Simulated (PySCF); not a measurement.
Isomers of C4H14N2OSi2, mass 162.064 u with the commonest isotopes. Method used: PBE0/pcSseg-1 in PySCF (dipole) on a GFN2-xTB geometry, gas phase. One conformer each, none proved a minimum here; rigid rotors.

Task: Order these by rotational constant B, smallest first.
A. `[CH3:1][O:2]/[CH:3]=[CH:4]/[CH2:5][Si@@H:6]([NH2:7])[SiH2:8][NH2:9]` with C1–O2–C3–C4 0°, C3–C4–C5–Si6 101°, C4–C5–Si6–N7 58°, C5–Si6–N7–H -49° and 174°, C5–Si6–Si8–N9 -58°
B. `[CH3:1][NH:2][Si@@H:3]1[CH2:4][CH2:5][Si@:6]([CH3:7])([NH2:8])[O:9]1` with C1–N2–Si3–C4 -75°, C5–Si6–N8–H 169° and -56°, N2–Si3–C4–C5 -137°, Si3–C4–C5–Si6 32°, C4–C5–Si6–C7 -144°, C5–Si6–O9–Si3 10°
C. `[CH3:1][CH2:2][CH2:3][Si@H:4]1[NH:5][Si@H:6]([O:7][CH3:8])[NH:9]1` with C1–C2–C3–Si4 179°, C2–C3–Si4–N5 71°, N5–Si6–O7–C8 173°
D. `[CH3:1][CH:2]([CH3:3])[O:4][Si:5]1([CH3:6])[NH:7][SiH2:8][NH:9]1` with C1–C2–O4–Si5 70°, C2–O4–Si5–C6 36°

Result: A (399.2 MHz), C (451.9 MHz), D (679.3 MHz), B (697.5 MHz).

Task: Order these by dipole moment, largest first.
A. `[CH3:1][CH:2]([CH3:3])[O:4][Si:5]1([CH3:6])[NH:7][SiH2:8][NH:9]1` with C1–C2–O4–Si5 70°, C2–O4–Si5–C6 36°
B. `[CH3:1][O:2]/[CH:3]=[CH:4]/[CH2:5][Si@@H:6]([NH2:7])[SiH2:8][NH2:9]` with C1–O2–C3–C4 0°, C3–C4–C5–Si6 101°, C4–C5–Si6–N7 58°, C5–Si6–N7–H -49° and 174°, C5–Si6–Si8–N9 -58°
C. `[CH3:1][NH:2][Si@@H:3]1[CH2:4][CH2:5][Si@:6]([CH3:7])([NH2:8])[O:9]1` with C1–N2–Si3–C4 -75°, C5–Si6–N8–H 169° and -56°, N2–Si3–C4–C5 -137°, Si3–C4–C5–Si6 32°, C4–C5–Si6–C7 -144°, C5–Si6–O9–Si3 10°

Result: B (2.61 D), A (1.60 D), C (1.27 D).

Task: Order these by rotational constant A, largest first.
A. `[CH3:1][CH2:2][CH2:3][Si@H:4]1[NH:5][Si@H:6]([O:7][CH3:8])[NH:9]1` with C1–C2–C3–Si4 179°, C2–C3–Si4–N5 71°, N5–Si6–O7–C8 173°
B. `[CH3:1][CH:2]([CH3:3])[O:4][Si:5]1([CH3:6])[NH:7][SiH2:8][NH:9]1` with C1–C2–O4–Si5 70°, C2–O4–Si5–C6 36°
C. `[CH3:1][O:2]/[CH:3]=[CH:4]/[CH2:5][Si@@H:6]([NH2:7])[SiH2:8][NH2:9]` with C1–O2–C3–C4 0°, C3–C4–C5–Si6 101°, C4–C5–Si6–N7 58°, C5–Si6–N7–H -49° and 174°, C5–Si6–Si8–N9 -58°
D. `[CH3:1][NH:2][Si@@H:3]1[CH2:4][CH2:5][Si@:6]([CH3:7])([NH2:8])[O:9]1` with C1–N2–Si3–C4 -75°, C5–Si6–N8–H 169° and -56°, N2–Si3–C4–C5 -137°, Si3–C4–C5–Si6 32°, C4–C5–Si6–C7 -144°, C5–Si6–O9–Si3 10°

Result: A (4496 MHz), C (2961 MHz), D (2277 MHz), B (2181 MHz).

| SMILES | point group | Ia (u·Å²) | Ib (u·Å²) | Ic (u·Å²) | κ | μa (D) | μb (D) | μc (D) |
| --- | --- | --- | --- | --- | --- | --- | --- | --- |
| CN[Si@@H]1CC[Si@](C)(N)O1 | C1 | 221.93 | 724.52 | 752.91 | -0.97 | 1.04 | 0.42 | 0.60 |
| CCC[Si@H]1N[Si@H](OC)N1 | C1 | 112.40 | 1118.27 | 1148.66 | -0.99 | 0.41 | 0.51 | 1.02 |
| CC(C)O[Si]1(C)N[SiH2]N1 | C1 | 231.76 | 743.98 | 773.58 | -0.97 | 1.06 | 1.09 | 0.50 |
| CO/C=C/C[Si@@H](N)[SiH2]N | C1 | 170.65 | 1265.91 | 1309.95 | -0.99 | 0.14 | 2.40 | 1.01 |
